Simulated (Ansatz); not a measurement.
Relaxation of CH5GaO (8 atoms, charge 0, multiplicity 1), to a largest force component of 0.03 eV/Å in at most 50 steps.

Computed with RKS PBE-D4/def2-SVP (Ansatz).

```xyz
8
Properties=species:S:1:pos:R:3
Ga -0.103 0.816 -1.070
C 1.406 -0.103 1.578
H 0.356 -0.451 1.538
H 1.978 -0.702 2.316
H 1.426 0.965 1.869
H 1.873 -0.215 0.578
O -1.524 -0.178 -0.508
H -1.606 -0.978 0.039
```

Q: Where does it end, and by what steps?

A: The forces met the threshold. The force dipped under the threshold on the way, but the program's further checks kept it going. After 20 steps the energy has fallen by 0.068 eV; Ga1 moved furthest, 1.54 Å.

| step | energy less start (eV) | largest force component (eV/Å) | accepted |
| --- | --- | --- | --- |
| 0 | 0.0000 | 0.133 | yes |
| 1 | -0.0260 | 0.124 | yes |
| 2 | -0.0312 | 0.153 | yes |
| 3 | -0.0342 | 0.305 | yes |
| 4 | -0.0384 | 0.361 | yes |
| 5 | -0.0497 | 0.069 | yes |
| 6 | -0.0503 | 0.070 | yes |
| 7 | -0.0546 | 0.020 | yes |
| 8 | -0.0473 | 0.594 | no |
| 9 | -0.0558 | 0.211 | yes |
| 10 | -0.0566 | 0.100 | yes |
| 11 | -0.0594 | 0.020 | yes |
| 12 | -0.0602 | 0.169 | yes |
| 13 | -0.0614 | 0.077 | yes |
| 14 | -0.0629 | 0.021 | yes |
| 15 | -0.0616 | 0.294 | no |
| 16 | -0.0640 | 0.049 | yes |
| 17 | -0.0648 | 0.082 | yes |
| 18 | -0.0652 | 0.144 | yes |
| 19 | -0.0664 | 0.085 | yes |
| 20 | -0.0677 | 0.007 | yes |

```xyz
8
Properties=species:S:1:pos:R:3
Ga -1.401 0.850 -1.894
C 1.566 -0.135 1.724
H 0.626 -0.051 1.145
H 1.465 -0.916 2.501
H 1.789 0.833 2.210
H 2.399 -0.402 1.046
O -1.299 -0.038 -0.299
H -1.338 -0.988 -0.091
```

Run time: 10 s on 2 threads of AMD EPYC 9R45 96-Core Processor (Zen 5) (shared host), peak memory 0.14 GiB.
